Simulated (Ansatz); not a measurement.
Species: MoH2 (charge 0, quintet). The spin state was set by rule; other spins were not relaxed. SMILES: [MoH2]
Structure (B3LYP-D3(BJ)/def2-TZVP (Ansatz, a first-principles code) minimum search):
```xyz
3

Mo     0.0001    -0.0027    -0.0453
H      1.3883     0.0600     0.9546
H     -1.3935     0.0553     0.9474
```
Charge 0, spin multiplicity 5.

Computed values are from Ansatz. Cores are frozen in the correlated levels unless marked. Open shells are spin-unrestricted. No spin-orbit coupling. The frozen core is the preceding noble-gas configuration, with the filled d and f shells of earlier blocks. In def2 rows, elements after Kr have scalar-relativistic effective core potentials. CBS(X,Y): correlation extrapolated as X^-3; Hartree-Fock from the larger set.

```
Quantity                                                             Result
---------------------  ----------------------------------------------------
atomisation energy De  479.3 kJ/mol at CCSD(T)/CBS(def2-TZVPPD,def2-QZVPPD)
total energy            -68.8470 Eh at CCSD(T)/CBS(def2-TZVPPD,def2-QZVPPD)
dipole moment                                   3.35 D at CCSD(T)/def2-SVPD
T1 diagnostic                                     0.038 at CCSD/def2-QZVPPD
```
